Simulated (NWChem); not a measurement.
System: BH₂, doublet; SMILES [BH2]

Here is an NWChem input.

```
start job
memory heap 200 mb stack 900 mb global 1100 mb
geometry units angstroms noautoz
  B      0.000000     0.000000     0.152542
  H      1.088215     0.000000    -0.364856
  H     -1.088215     0.000000    -0.364856
end
basis spherical
  * library pcseg-2
end
dft
  odft
  mult 2
  xc hfexch
  iterations 150
  mulliken
end
task dft gradient
```

NWChem printed, in part:

```
             Northwest Computational Chemistry Package (NWChem) 7.3.0
             --------------------------------------------------------

 C2V symmetry detected

                             Geometry "geometry" -> ""
                             -------------------------

 Output coordinates in angstroms (scale by  1.889725989 to convert to a.u.)

  No.       Tag          Charge          X              Y              Z
 ---- ---------------- ---------- -------------- -------------- --------------
    1 B                    5.0000     0.00000000     0.00000000     0.14782800
    2 H                    1.0000     1.08821500     0.00000000    -0.36957000
    3 H                    1.0000    -1.08821500     0.00000000    -0.36957000

 Effective nuclear repulsion energy (a.u.)       4.6348224837

      Symmetry information
      --------------------

 Group name             C2v
 Group number             16
 Group order               4
 No. of unique centers     2

  xc_inp: hfexch multiplicative factor not found.

                                 NWChem DFT Module
                                 -----------------

 Summary of "ao basis" -> "ao basis" (spherical)
 ------------------------------------------------------------------------------
       Tag                 Description            Shells   Functions and Types
 ---------------- ------------------------------  ------  ---------------------
 B                          pcseg-2                 10       30   4s3p2d1f
 H                          pcseg-2                  6       14   3s2p1d

      Symmetry analysis of basis
      --------------------------

        a1         23
        a2          7
        b1         17
        b2         11

            General Information
            -------------------
          SCF calculation type: DFT
          Wavefunction type:  spin polarized.
          No. of atoms     :     3
          No. of electrons :     7
           Alpha electrons :     4
            Beta electrons :     3
          Charge           :     0
          Spin multiplicity:     2
          Use of symmetry is: on ; symmetry adaption is: on
          Maximum number of iterations: 150
          AO basis - number of functions:    58
                     number of shells:    22
          Convergence on energy requested:  1.00D-06
          Convergence on density requested:  1.00D-05
          Convergence on gradient requested:  5.00D-04

              XC Information
              --------------
                     Hartree-Fock (Exact) Exchange  1.000

      Superposition of Atomic Density Guess
      -------------------------------------

 Sum of atomic energies:         -25.53176300

      Non-variational initial energy
      ------------------------------

 Total energy =     -25.593955
 1-e energy   =     -42.290221
 2-e energy   =      12.061444
 HOMO         =      -0.091623
 LUMO         =      -0.035822

   Symmetry analysis of molecular orbitals - initial alpha
   -------------------------------------------------------

  Numbering of irreducible representations:

     1 a1          2 a2          3 b1          4 b2

  Orbital symmetries:

     1 a1          2 a1          3 b1          4 a1          5 b2
     6 a1          7 b1          8 a1          9 b2         10 b1
    11 a1         12 a1         13 b1         14 a2

   Symmetry analysis of molecular orbitals - initial beta
   ------------------------------------------------------

  Numbering of irreducible representations:

     1 a1          2 a2          3 b1          4 b2

  Orbital symmetries:

     1 a1          2 a1          3 b1          4 a1          5 b2
     6 a1          7 b1          8 a1          9 b2         10 b1
    11 a1         12 a1         13 b1         14 a2

     ---------------------------------------------
      Total Density - Mulliken Population Analysis
     ---------------------------------------------

    Atom       Charge   Shell Charges
 -----------   ------   -------------------------------------------------------
    1 B    5     4.87   2.00  0.59  0.58  0.23  0.61  0.61  0.23  0.00  0.01  0.00
    2 H    1     1.07   0.39  0.54  0.11  0.00  0.02  0.00
    3 H    1     1.07   0.39  0.54  0.11  0.00  0.02  0.00

     --------------------------------------------
      Spin Density - Mulliken Population Analysis
     --------------------------------------------

    Atom       Charge   Shell Charges
 -----------   ------   -------------------------------------------------------
    1 B    5     0.88   0.00  0.04  0.07  0.07  0.22  0.29  0.20  0.00  0.00  0.00
    2 H    1     0.06   0.02  0.03  0.00  0.00  0.01  0.00
    3 H    1     0.06   0.02  0.03  0.00  0.00  0.01  0.00

[...]

                         DFT ENERGY GRADIENTS

    atom               coordinates                        gradient
                 x          y          z           x          y          z
   1 B       0.000000   0.000000   0.279354    0.000000   0.000000   0.006508
   2 H       2.056428   0.000000  -0.698386    0.010312   0.000000  -0.003254
   3 H      -2.056428   0.000000  -0.698386   -0.010312   0.000000  -0.003254
```

Level: UHF/pcseg-2. In the optimisation the excess spin sits in a1 (C2v, its own frame). Geometry: optimised at PBE0/def2-SVP, spin-unrestricted. No stability test was run on the SCF state.
